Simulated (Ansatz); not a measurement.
Reaction: BNH2Cl2 (SMILES NB(Cl)Cl) → BNH2Cl (SMILES N[B]Cl, doublet) + Cl (doublet) (the B-Cl bond breaks)
Each species at its own B3LYP-D3(BJ)/def2-TZVP minimum (Ansatz, a program for electronic structure), one conformer.

Total energies in hartree (Ansatz). Radicals and triplets start from unrestricted determinants; spin-orbit coupling is neglected. Correlated methods leave the cores frozen. No relativity.

| species | HF/cc-pV(T+d)Z | CCSD(T)/cc-pV(T+d)Z | HF/cc-pV(Q+d)Z | CCSD(T)/cc-pV(Q+d)Z | CCSD(T)/cc-pV(D+d)Z | CCSDT(Q)/cc-pV(D+d)Z |
|---|---|---|---|---|---|---|
| 1: BNH2Cl2 (SMILES NB(Cl)Cl) | -999.51187 | -1000.26952 | -999.52467 | -1000.34133 | -1000.03923 | -1000.04131 |
| 2: BNH2Cl (SMILES N[B]Cl, doublet) | -539.88040 | -540.40541 | -539.88990 | -540.45297 | -540.25094 | -540.25270 |
| 3: Cl (doublet) | -459.48556 | -459.67356 | -459.48916 | -459.69449 | -459.60403 | -459.60445 |

Work out the bond dissociation energy (electronic) in kcal/mol: take Hartree-Fock from cc-pV(Q+d)Z, extrapolate the CCSD(T) correlation energy as X^-3 (X = 3, 4), and add CCSDT(Q) - CCSD(T) in cc-pV(D+d)Z. 1 hartree = 627.51 kcal/mol.


Species 1: correlation (64·(-0.81666) - 27·(-0.75765))/37 = -0.85972; step -0.00208; E1 = -999.52467 + (-0.85972) + (-0.00208) = -1000.38647
Species 2: correlation (64·(-0.56307) - 27·(-0.52501))/37 = -0.59084; step -0.00176; E2 = -539.88990 + (-0.59084) + (-0.00176) = -540.48250
Species 3: correlation (64·(-0.20533) - 27·(-0.18800))/37 = -0.21798; step -0.00042; E3 = -459.48916 + (-0.21798) + (-0.00042) = -459.70756
-1·E1 +1·E2 +1·E3 = 0.19641 hartree = 123.2 kcal/mol.
